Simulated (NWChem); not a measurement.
A series in which one site is exchanged, each optimised at PBE0/def2-SVP with NWChem, gas phase unless a solvent is named. This build's default masses of Se (78.918 u) and Br (79.917 u) are each other's, which moves their modes by up to 0.6 %.

A: [F][Zn][Br] (ZnBrF; site = Br)
B: [F][Zn][Cl] (ZnClF; site = Cl)
C: [ZnH][F] (ZnHF; site = H)
D: [F][Zn][F] (ZnF2; site = F)

```csv
quantity,A,B,C,D
"dipole (D), PBE0/def2-SVP",0.57,?,2.01,0.00
"orbital gap (eV), PBE0/def2-SVP",6.97,?,9.19,8.25
"vertical ionisation energy, ΔSCF, CAM-B3LYP/def2-SVP (eV)",11.33,?,13.10,13.10
"static polarisability, CAM-B3LYP/def2-SVPD (bohr³)",41.9,?,23.9,19.6
"lowest singlet excitation, CAM-B3LYP/def2-SVPD, TDA (eV)",5.64,?,7.99,6.88
```

Q: Complete the blanks.

A: 
- dipole (D), PBE0/def2-SVP, B: 0.29
- orbital gap (eV), PBE0/def2-SVP, B: 7.43
- vertical ionisation energy, ΔSCF, CAM-B3LYP/def2-SVP (eV), B: 11.91
- static polarisability, CAM-B3LYP/def2-SVPD (bohr³), B: 33.9
- lowest singlet excitation, CAM-B3LYP/def2-SVPD, TDA (eV), B: 6.15
